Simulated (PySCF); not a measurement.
ZrCl2, SMILES [Cl][Zr][Cl] (connectivity only; charge and spin as stated), neutral, multiplicity 3. Atoms are numbered in the order given.

```xyz
3

Zr     0.0000     0.0000     0.3139
Cl     0.0000    -2.2661    -0.3693
Cl     0.0000     2.2661    -0.3693
```
Charge 0, spin multiplicity 3.

Coordinates come from a B3LYP-D3(BJ)/def2-TZVP optimisation. The multiplicity is an assumed one; other spin states were not compared. The def2 effective core potentials stand for the cores of Zr; spin–orbit coupling is left out.

Level of theory: B3LYP-D3(BJ)/def2-TZVP (PySCF).

Frequencies are harmonic and unscaled.

| mode | ν (cm⁻¹) | IR (km/mol) | moving atoms (share of kinetic energy) |
|---|---|---|---|
| 1 | 46 | 5.0 | Cl 64 %, Zr 36 % |
| 2 | 349 | 9.8 | Cl 93 % |
| 3 | 397 | 139.7 | Cl 58 %, Zr 42 % |
